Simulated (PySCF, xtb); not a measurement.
Sn(OH)(NH2)3 (H7N3OSn), SMILES [NH2][Sn]([NH2])([NH2])[OH].

GFN2-xTB (xtb 6.7.1) at its own geometry gives an orbital gap of 4.07 eV and a dipole moment of 0.95 D.

The structure is a stationary point at PBE0-D3(BJ)/def2-SVP. The structure was generated by enumeration; whether it is a known compound was not checked. The def2 effective core potentials stand for the cores of Sn; spin–orbit coupling is left out. The values are those of a single conformer.

Question: What does PySCF with PBE/def2-TZVP give? (An estimate is asked for; the answer gives what the named calculation found.)

Answer: gap 4.36 eV (levels -5.96 and -1.59 eV), dipole 1.18 D.
